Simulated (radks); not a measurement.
Values are calculated unless marked as measured or tabulated.
Q: Isoelectronic series with 12 electrons, all held in the configuration [Ne] 3s2, which need not be the ground one along the series. Level of theory: scalar-relativistic Kohn-Sham, r2SCAN, spin-polarised, spherical densities, finite nucleus; meta-GGA in the generalised Kohn-Sham scheme; Fermi nuclear charge, rms radius of each element as measured or else 0.836 A^(1/3) + 0.57 fm (a radial shooting solver on a logarithmic mesh with Libxc functionals). Total energies (hartree) and orbital eigenvalues (hartree):

ion    E (hartree)         3s         2p         2s
Mg      -200.37071   -0.17707   -1.76874   -3.05075
Al+     -242.57458   -0.54985   -2.93303   -4.41397
Si2+    -289.07667   -1.05538   -4.37435   -6.05783
P3+     -339.87020   -1.68387   -6.08001   -7.96930
S4+     -394.95583   -2.43116   -8.04485  -10.14320
Cl5+    -454.33777   -3.29517  -10.26635  -12.57715
Ar6+    -518.02240   -4.27476  -12.74313  -15.27002
K7+     -586.01762   -5.36931  -15.47442  -18.22143
Ca8+    -658.33245   -6.57848  -18.45982  -21.43137
Ti10+   -815.96217   -9.34029  -25.19238  -28.62821
V11+    -901.29993  -10.89300  -28.93959  -32.61627
Cr12+   -991.00279  -12.56043  -32.94096  -36.86507
Mn13+  -1085.08416  -14.34279  -37.19673  -41.37551
Fe14+  -1183.55831  -16.24035  -41.70719  -46.14857
Co15+  -1286.44010  -18.25341  -46.47268  -51.18533
Ni16+  -1393.74547  -20.38231  -51.49358  -56.48694
Cu17+  -1505.49035  -22.62742  -56.77032  -62.05462
Zn18+  -1621.69255  -24.98916  -62.30336  -67.88971
Ga19+  -1742.36980  -27.46794  -68.09318  -73.99358

Estimate the row of Sc9+.

A: E (hartree) -734.97696; 3s -7.90215; 2p -21.69915; 2s -24.90013.
